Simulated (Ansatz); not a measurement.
`[OH][Ta]([F])([F])([F])[F]`. The species carries charge 0 and has multiplicity 1. Ta: def2 effective core potential.

```xyz
7

O     1.2249   -0.7037   -0.4868
Ta   -0.3047    0.1791    0.1247
F    -1.3687   -0.6675   -1.1412
F     0.4304    1.8439   -0.2454
F    -0.1231   -0.5505    1.8230
F    -1.8525    1.0635    0.7356
H     1.9939   -1.1647   -0.8099
```

**Question.** What are the harmonic wavenumbers in cm⁻¹ at PBE0-D4/def2-TZVP (Ansatz, finite differences of forces, unscaled)? (An estimate is asked.)

**Answer.** Computed: 93, 94, 189, 189, 256, 287, 288, 373, 373, 640, 692, 692, 695, 773, 3998.

**Question.** Is this a minimum?

**Answer.** Yes, all 15 modes are real.

**Question.** Give the ideal-gas thermochemistry at 298.15 K and 1 bar (rigid rotor, harmonic oscillator; point group C3v, symmetry number 3).

**Answer.** Zero-point energy 57.6 kJ/mol; H(298) − E = 81.3 kJ/mol; entropy 369.1 J/(mol·K), of which translation 178.9, rotation 106.5, vibration 83.7; G(298) − E = -28.7 kJ/mol. Modes under 100 cm⁻¹ are hindered rotations or soft bends, so the harmonic entropy is rough.

**Question.** And at 400, 500, 600, 800 and 1000 K?

**Answer.** 
```
T (K)  H − E (kJ/mol)  S (J/mol/K)  G − E (kJ/mol)
  400            93.8        405.2           -68.2
  500           107.0        434.6          -110.3
  600           120.7        459.5          -155.0
  800           149.0        500.2          -251.1
 1000           178.0        532.5          -354.5
```

**Question.** Rotational constants (cm⁻¹)?

**Answer.** 0.08582, 0.07347, 0.07335.
